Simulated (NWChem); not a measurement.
System meant: C₅H₃F; SMILES C#CC(F)C#C

NWChem input:

```
start job
memory heap 200 mb stack 900 mb global 1100 mb
geometry units angstroms noautosym nocenter noautoz
  C      0.929154    -0.171961    -2.224632
  C      0.313911     0.072837    -1.213277
  C     -0.439938     0.402472     0.000000
  F     -1.655656    -0.240761     0.000000
  C      0.313911     0.072837     1.213277
  C      0.929154    -0.171961     2.224632
  H      1.479525    -0.397856    -3.119938
  H     -0.645122     1.489953     0.000000
  H      1.479525    -0.397856     3.119938
end
basis spherical
  C library def2-svp
  F library def2-svp
  H library def2-svp
end
dft
  xc m06-2x
  iterations 150
end
property
  shielding 6 1 2 3 4 7 8
end
task dft property
```

End of the output:

```
 Vector   24  Occ=0.000000D+00  E= 8.442209D-02
              MO Center=  6.0D-01, -5.7D-02,  1.5D-08, r^2= 5.2D+00
   Bfn.  Coefficient  Atom+Function         Bfn.  Coefficient  Atom+Function
  ----- ------------  ---------------      ----- ------------  ---------------
     8      0.563489  1 C  py                78     -0.563489  6 C  py
    22     -0.446742  2 C  py                64      0.446742  5 C  py
    23      0.381936  2 C  pz                65      0.381936  5 C  pz
    37      0.360462  3 C  pz                19     -0.300646  2 C  py
    61      0.300646  5 C  py                21     -0.272874  2 C  px

 center of mass
 --------------
 x =  -0.10525447 y =  -0.03280133 z =   0.00000000

 moments of inertia (a.u.)
 ------------------
         643.287267354355           0.257484965053           0.000000000000
           0.257484965053         913.435370509369           0.000000000000
           0.000000000000           0.000000000000         315.955983491698

     Multipole analysis of the density
     ---------------------------------

     L   x y z        total         alpha         beta         nuclear
     -   - - -        -----         -----         ----         -------
     0   0 0 0     -0.000000    -21.000000    -21.000000     42.000000

     1   1 0 0      0.664579      0.625031      0.625031     -0.585482
     1   0 1 0      0.331223      0.399242      0.399242     -0.467261
     1   0 0 1     -0.000000     -0.000000     -0.000000      0.000000

     2   2 0 0    -25.564523    -88.075692    -88.075692    150.586861
     2   1 1 0     -1.719975      1.383112      1.383112     -4.486200
     2   1 0 1     -0.000000     -0.000000     -0.000000      0.000000
     2   0 2 0    -24.854510    -20.370451    -20.370451     15.886392
     2   0 1 1      0.000000      0.000000      0.000000      0.000000
     2   0 0 2    -18.543253   -181.611850   -181.611850    344.680447

          -----------------------------------------
          Chemical Shielding Tensors (GIAO, in ppm)
          -----------------------------------------

 ------------------------------------------------------------------------
  xm06: d2 not coded                    0
 ------------------------------------------------------------------------
 ------------------------------------------------------------------------
  current input line :
    26: task dft property
 ------------------------------------------------------------------------
 ------------------------------------------------------------------------
 This error has not yet been assigned to a category
 ------------------------------------------------------------------------
 For more information see the NWChem manual at https://nwchemgit.github.io

0: xm06: d2 not coded:Received an Error in Communication
```

Question: What is wrong, and how is it mended?

Answer: The program stopped with an error. Cause: this functional's second derivatives, which shieldings need, aren't coded here; the fix takes a hybrid GGA instead. This input runs:
```
start job
memory heap 200 mb stack 900 mb global 1100 mb
geometry units angstroms noautosym nocenter noautoz
  C      0.929154    -0.171961    -2.224632
  C      0.313911     0.072837    -1.213277
  C     -0.439938     0.402472     0.000000
  F     -1.655656    -0.240761     0.000000
  C      0.313911     0.072837     1.213277
  C      0.929154    -0.171961     2.224632
  H      1.479525    -0.397856    -3.119938
  H     -0.645122     1.489953     0.000000
  H      1.479525    -0.397856     3.119938
end
basis spherical
  * library def2-svp
end
dft
  xc pbe0
  iterations 150
end
property
  shielding 6 1 2 3 4 7 8
end
task dft property
```
It converges to -291.45897 Ha (PBE0/def2-SVP, GIAO).
